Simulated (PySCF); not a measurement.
Compound: C₆H₁₀NS (charge +1).
Cartesian coordinates in Å at the GFN2-xTB level; atoms count from 1:
```
atom  x, y, z in Å
C1    -2.9278   -0.3055    0.3348
N2    -1.4728   -0.5390    0.2777
C3    -0.6712    0.6810   -0.0839
C4     0.7748    0.3442   -0.1504
C5     1.7736    0.7025    0.7065
C6     3.0267    0.1762    0.3276
C7     2.9622   -0.5804   -0.7973
S8     1.3780   -0.6623   -1.4404
H9    -3.1517    0.4563    1.0791
H10   -3.2860    0.0359   -0.6345
H11   -3.4502   -1.2222    0.6007
H12   -1.1383   -0.8883    1.1847
H13   -1.2587   -1.2635   -0.4212
H14   -0.8491    1.4495    0.6707
H15   -1.0386    1.0364   -1.0496
H16    1.6288    1.3297    1.5673
H17    3.9365    0.3533    0.8700
H18    3.7551   -1.0977   -1.3000
```

Computed, not measured: PySCF, TDDFT CAM-B3LYP/def2-SVPD, vertical, gas phase, core orbitals frozen in the response.

Kohn–Sham orbitals with the atoms that hold most of them (Löwdin shares over 4%, at most four atoms; ? is withheld):

```json
{"orbital": "HOMO-3", "ε (eV)": "-15.87", "atoms": "S8 18%, C7 15%, C4 14%, C6 14%"}
{"orbital": "HOMO-2", "ε (eV)": "-15.03", "atoms": "S8 58%, C4 10%, C6 8%, C7 8%"}
{"orbital": "HOMO-1", "ε (eV)": "-12.40", "atoms": "?"}
{"orbital": "HOMO", "ε (eV)": "-12.03", "atoms": "?"}
{"orbital": "LUMO", "ε (eV)": "?", "atoms": "S8 16%, C1 11%, H12 11%, N2 10%"}
{"orbital": "LUMO+1", "ε (eV)": "-3.47", "atoms": "S8 21%, C4 15%, C7 14%, C5 11%"}
{"orbital": "LUMO+2", "ε (eV)": "-2.61", "atoms": "S8 27%, H12 21%, N2 10%, H13 9%"}
```

Question: Give the leading atoms of the HOMO-1.

Answer: S8 (bonded to 2 C) 42%; C5 (bonded to 2 C and H) 23%; C4 (bonded to 2 C and S) 12%; C6 (bonded to 2 C and H) 11%. By element: carbon 46% or more, sulfur 42%.

Question: Which atoms hold the HOMO, and with what shares?

Answer: C7 (bonded to C, S and H) 27%; C4 (bonded to 2 C and S) 23%; C6 (bonded to 2 C and H) 22%; C5 (bonded to 2 C and H) 8%.

Question: What is the LUMO energy, and the HOMO–LUMO gap?

Answer: ε(LUMO) = -3.73 eV; the gap is 8.31 eV (0.3052 hartree).

Question: The HOMO–LUMO gap is 8.31 eV. Where does the response calculation put the lowest singlet, and from which orbitals?

Answer: S1 is at 5.47 eV (f = 0.131), 2.84 eV below the gap, made of HOMO→LUMO (48%), HOMO→LUMO+1 (40%). 

Next come S2 at 5.74 eV (f 0.0093), HOMO→LUMO+1 (43%), HOMO→LUMO (33%), HOMO→LUMO+2 (9%); S3 at 5.86 eV (f 0.107), HOMO-1→LUMO (55%), HOMO-1→LUMO+1 (28%); S4 at 5.92 eV (f 0.029), HOMO-1→LUMO+1 (50%), HOMO-1→LUMO (18%), HOMO-1→LUMO+2 (11%); S5 at 6.51 eV (f 0.011), HOMO→LUMO+2 (61%), HOMO→LUMO+5 (13%), HOMO→LUMO (9%).

On Arm Neoverse V2, one thread (shared host), this took 68 s of wall time and 1.2 GiB of memory at its peak.

One conformer stands for the species.
